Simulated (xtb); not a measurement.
H3S2 (SMILES S[SH2+]), charge +1, singlet, at a GFN2-xTB geometry. Base run: GFN2-xTB in xtb.

xtb was given this input:
```
$ xtb mol.xyz --gfn 2 --chrg 1 --json

# file mol.xyz
5

S      0.89863091    -0.20318323     0.56442505
S     -0.81776582     0.18767189    -0.54542269
H      1.70492471    -0.24812458    -0.50411846
H     -1.33373201     1.21504808     0.18436999
H     -1.66503405    -0.71874195     0.01571083
```

Each row names what was changed in the base input (with any setting that the change needs).

```csv
change,ΔE vs base (kcal/mol),HOMO-LUMO gap (eV),SCF cycles
base,0.000,2.81,10
alpb = chcl3,-57.36,2.98,10
acc = 0.0001,0.000,2.81,17
acc = 0.1,0.000,2.81,12
```

ALPB and GBSA are two models with their own fitted parameters for each solvent, which aren't always the measured dielectric constant.
